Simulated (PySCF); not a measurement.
## Unknown compound

Molecular formula: C2Cl4F2. Simulated spectra:

13C{1H} NMR (computed): δ 141.1 (C), 123.0 (C).

Level of theory: coordinates at the PBE0-D3(BJ)/def2-TZVP level, B97-2/pcSseg-2 with gauge-including orbitals, in PySCF 2.14.0 with density-fitted response routines (non-relativistic Hamiltonian, rapidly exchanging positions averaged, one conformer, in vacuum).

Scale: 13C vs TMS (reference shieldings calculated alike).

Propose a structure and justify it.

## Answers


- Rings plus π bonds: 0.
- 2 carbon signals for 2 carbons: no two carbons are equivalent.
- Carbon types of the structure: 2 × C.
- δC 141.1: fully substituted sp3 carbon bonded to Cl and 2 F; 3 electronegative neighbours deshield it.
- δC 123.0: fully substituted sp3 carbon bonded to 3 Cl; 3 electronegative neighbours deshield it.

Structure: CF2Cl-CCl3 (FC(F)(Cl)C(Cl)(Cl)Cl).

This is the structure that produced the data.

Carbons that carry Cl, above all several Cl atoms, come out too deshielded, partly because spin–orbit coupling is missing. Splittings by 19F in the carbon and heteronuclear signals aren't shown, as no couplings were computed. Shifts are as computed. Against solution values, carbons near 30 ppm lie about +3 ppm off and those near 130 ppm about +7 ppm; carbons on Cl a further +5 ppm. Of 1211 compounds with measured shifts, 218 miss one by over three times the rms of a fit or turn the order of signals round; such compounds aren't used in these exercises.
